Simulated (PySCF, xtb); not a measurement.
Ge(Me)(NH2)3 (CH₉GeN₃), SMILES [CH3][Ge]([NH2])([NH2])[NH2]. The values are those of a single conformer.

Harmonic wavenumbers (cm⁻¹) from GFN2-xTB (xtb) at its own minimum, in rising order: 57, 83, 144, 146, 171, 173, 192, 206, 211, 460, 491, 495, 577, 614, 642, 654, 705, 751, 785, 796, 803, 1323, 1462, 1464, 1482, 1510, 1512, 3023, 3042, 3043, 3428, 3430, 3452, 3460, 3463, 3486.

What does PBE-D3(BJ)/def2-SVP (PySCF 2.14.0) give at its own minimum? (Estimate from the structure and the level; the computed values follow.)

68, 145, 163, 177, 202, 206, 223, 252, 257, 474, 507, 545, 590, 654, 657, 687, 730, 754, 837, 873, 879, 1205, 1384, 1385, 1477, 1499, 1501, 2986, 3089, 3103, 3429, 3430, 3458, 3525, 3525, 3566. Paired by order, the mean absolute difference is 38 cm⁻¹ and the zero-point energies are 68.2 and 69.2 kcal/mol.
